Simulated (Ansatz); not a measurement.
`CO[SiH](C)[GeH3]` + H₂ → `CO[SiH2]C` + GeH₄ at 400 K and 1 bar (hydrogenolysis of the Si–Ge bond).

Computed with Ansatz on PBE0-D4/def2-TZVP structures; ΔE is electronic, products minus reactants. CBS: MP2 limit from def2 TZ/QZ plus the TZ coupled-cluster correction, frozen cores. This one scheme is used for every species. For Ge outer-core shells are correlated without core-valence functions, which leaves a few kJ/mol of doubt a bond. Scalar relativity is left out up to krypton. One conformer a species, not always the lowest.

```csv
species,CCSD(T)/CBS energy (Eh),H − E (kJ/mol),S (J/(mol·K))
`CO[SiH](C)[GeH3]`,-2522.52701,337.0,460.2
H₂,-1.17544,38.0,139.0
`CO[SiH2]C`,-445.20896,284.1,369.4
GeH₄,-2078.49493,93.6,231.8
```

H − E and S are ideal-gas, rigid-rotor, harmonic terms from PBE0-D4/def2-TZVP, for one conformer and one mirror image of each species. The MP2-based limit puts H₂ 0.8 mEh under its directly extrapolated value; such offsets cancel only in part. 1 Eh = 2625.50 kJ/mol, R = 8.31446 J/(mol·K).

Question: By hand: ΔE, ΔH, ΔS and ΔG.

Answer: ΔE = (-445.20896) + (-2078.49493) − (-2522.52701) − (-1.17544) = -0.00144 Eh = -3.8 kJ/mol. Δ(H − E) = 284.1 + 93.6 − 337.0 − 38.0 = 2.7, so ΔH = -1.1 kJ/mol. ΔS = 369.4 + 231.8 − 460.2 − 139.0 = 2.0 J/(mol·K). ΔG = -1.1 − 400 × (2.0)/1000 = -1.9 kJ/mol.

Question: By hand: the equilibrium constant, and the temperature at which ΔG would vanish if ΔH and ΔS stayed fixed.

Answer: log₁₀ K = −ΔG/(RT ln 10) = 0.2. ΔH and −TΔS have one sign here, so there is no such temperature. One of them is within its doubt of zero, so this could turn.

TΔS isn't small against ΔH here. The sign of ΔG lies within the doubt. A doubt of 5 kJ/mol in ΔE shifts log₁₀ K by 0.7 here. Other conformers and mirror images would add mixing entropy, several J/(mol·K) or more a flexible species. Modes under 60 cm⁻¹, often nearly free rotors, make the harmonic entropy too high. These are equilibria of isolated gas molecules and say nothing of rates. Largest T1 diagnostic: 0.012 (customary marks: 0.02 for closed shells, 0.045 for open ones).
